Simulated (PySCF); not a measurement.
# InF: from constants to spectrum

RHF-CCSD(T) constants of InF, ¹Σ⁺ (singlet), closed shell (PySCF, spin-free X2C with a Gaussian nucleus, basis sets In x2c-SVPall, F x2c-SVPall; masses 114.9039 and 18.9984 u):

| Item | Value |
| --- | --- |
| ωe | 583.4 cm⁻¹ |
| ωexe | 2.61 cm⁻¹ |
| Be | 0.26173 cm⁻¹ |
| αe | 0.00164 cm⁻¹ |
| D (centrifugal) | 2.11e-07 cm⁻¹ |
| De to In + F | 5.07 eV |

Task: Give the vibrational terms G(v) and spacings up to v = 6.

Result: G(v) = ωe(v+½) − ωexe(v+½)².

| v | G(v) (cm⁻¹) | G(v) − G(v−1) | Bv (cm⁻¹) |
| --- | --- | --- | --- |
| 0 | 291 |  | 0.2609 |
| 1 | 869 | 578 | 0.2593 |
| 2 | 1442 | 573 | 0.2576 |
| 3 | 2010 | 568 | 0.2560 |
| 4 | 2572 | 563 | 0.2544 |
| 5 | 3130 | 557 | 0.2527 |
| 6 | 3682 | 552 | 0.2511 |

Task: How well does the Morse estimate ωe²/(4ωexe) reproduce De, and what is D0?

Result: It gives 4.04 eV, 80 % of the computed De. D0 = De − G(0) = 5.07 − 0.04 = 5.03 eV.

Correlated steps freeze 19 core orbitals. Correlated levels converge slowly with the basis: in double zeta they bind strong bonds too weakly, by up to about 1 eV, and carry superposition errors of some tenths. Spin–orbit coupling is left out, which matters for elements this heavy, above all for dissociation energies. Where the molecule has an RHF reference, its open-shell atoms are computed with UHF.
